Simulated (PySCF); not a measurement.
# Yb⁺ (ytterbium, charge +1) across methods

[Xe] 4f13 6s1 6p1, one real determinant (an excited configuration). Calculation: PySCF 2.14, in ANO-RCC-VTZP (8s7p5d3f2g1h, 104 functions); scalar relativity by spin-free X2C-1e.

```csv
method,E (hartree),mean ε 4f β (eV),mean ε 6s α (eV),mean ε 6p α (eV),Σ⟨r²⟩ (bohr²),⟨S²⟩
r2SCAN,-14058.87,-19.822,-12.227,-7.982,63.72,3.750
PBE,-14058.78,-19.842,-12.156,-7.883,63.87,3.750
LDA,-14049.31,-20.157,-12.367,-7.855,63.65,3.750
PBE0,-14058.53,-23.084,-12.923,-8.542,63.98,3.750
```

Problem. Estimate the same row for UHF.

Solution. E (hartree) = -14053.79599; mean ε 4f β (eV) = -31.902; mean ε 6s α (eV) = -14.787; mean ε 6p α (eV) = -10.190; Σ⟨r²⟩ (bohr²) = 65.34; ⟨S²⟩ = 3.751.

⟨L²⟩ = 14.04 against 20 for a pure G term, so this real determinant mixes terms. Spin-orbit coupling, absent here, splits the open shell strongly.
